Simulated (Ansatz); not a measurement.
Frontier orbitals of AlH₆NOSi (`[OH][AlH][NH][SiH3]`).

Charge 0, multiplicity 1. The structure was optimised at the PBE0-D4/def2-TZVP level. It is one conformer, not always the lowest. Basis def2-TZVPP, the Gaussian-basis code of Ansatz.

```tsv
functional	HOMO (eV)	LUMO (eV)	gap (eV)
PBE	-6.27	-0.91	5.36
BLYP	-6.14	-0.81	5.33
B97M-V	-6.67	-0.79	5.88
PBE0	-7.59	-0.15	7.44
r2SCANh	-7.05	-0.27	6.78
HSE06 (plane-wave form)	-7.18	-0.51	6.67
ωB97M-V	-9.89	1.40	11.29
```

From PBE to PBE0 the HOMO moves by −1.32 eV and the LUMO by +0.76 eV, and with ωB97M-V by −3.62 and +2.31 eV, so the gap grows from 5.36 to 11.29 eV with exact exchange. A positive LUMO is unbound and depends on the basis.
